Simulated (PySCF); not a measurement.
# Calculated NMR data

[PySCF: geometry: GFN2-xTB; shieldings: GIAO PBE0/pcSseg-1; single conformer; equivalent nuclei averaged; no relativistic terms; gas phase]

Chemical shifts δ = σref − σ; $^{1}$H (σref 31.72) and $^{13}$C (σref 186.93) against TMS, all at this level. Splittings of carbon signals by F and P are missing where no couplings were computed. Where no couplings were computed, multiplicities follow the n + 1 count of equivalent neighbours, and m marks all less simple cases (inequivalent or close neighbours, rings, F or P nearby). Shifts are as computed. Against solution values, carbons near 30 ppm lie about +3 ppm off and those near 130 ppm about +5 ppm; carbons on Cl a further +6 ppm (rms about the fit 2.1 ppm; single classes can miss by 10 ppm). Of 1328 compounds with measured shifts, 309 miss one by over three times the rms of a fit or turn the order of signals round; such compounds aren't used in these exercises. Signals without a measured value on file couldn't be tested in this way; 1H shifts scatter by 0.2 ppm about their fit, and single ones miss by 0.5 ppm. Carbons bonded to Cl come out too deshielded.

**1.** SMILES C=C(CCl)C(=O)OC, C5H7ClO2. $^{1}$H NMR (500 MHz, computed): δ 7.00 (br s, 1H), 6.17 (br s, 1H), 4.33 (s, 2H), 4.18 (s, 3H). $^{13}$C{$^{1}$H} NMR (computed): δ 170.8, 146.2, 139.7, 52.2, 49.3.

**2.** SMILES Fc1ccn2ccccc12, C8H6FN. $^{1}$H NMR (500 MHz, computed): δ 7.89 (d, 1H), 7.72 (m, 1H), 7.08 (m, 1H), 6.88 (m, 1H), 6.84 (m, 1H), 6.73 (m, 1H). $^{13}$C{$^{1}$H} NMR (computed): δ 151.9 (C), 127.6 (CH), 123.9 (C), 123.2 (CH), 119.8 (CH), 117.4 (CH), 108.1 (CH), 107.8 (CH).
